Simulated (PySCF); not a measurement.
## Te²⁺ (tellurium, charge +2) across methods

[Kr] 4d10 5s2 5p1 5d1, one real determinant (an excited configuration). Calculation: PySCF 2.14, in aug-cc-pV5Z-PP with ECP28MDF (8s8p6d4f3g2h, 139 functions); scalar relativity through the core potential.

```
method  E (hartree)  mean ε 5s β (eV)  mean ε 5p α (eV)  mean ε 5d α (eV)  Σ⟨r²⟩ (bohr²)   ⟨S²⟩
   PBE    -266.5248           -34.032           -24.591           -12.668          44.03  2.001
   LDA    -266.1129           -34.545           -24.716           -12.533          44.00  2.000
revPBE    -266.5879           -33.870           -24.560           -12.700          44.03  2.001
  TPSS    -266.4243           -33.823           -24.685           -12.640          44.00  2.001
   UHF   -265.56794           -37.159           -29.104           -13.963          45.98  2.006
M06-2X    -266.4617           -35.552           -27.112           -13.584          44.51  2.003
  PBE0    -266.5288           -35.097           -25.884           -13.144          44.27  2.002
r2SCAN    -266.6125           -34.200           -25.005           -12.651          44.00  2.002
```

⟨L²⟩ = 8.01 against 12 for a pure F term, so this real determinant mixes terms. Energies and moments cover only the electrons outside the core potential. The outer electron is Rydberg-like, and this basis confines it to a smaller radius and binds it less than a complete one would.
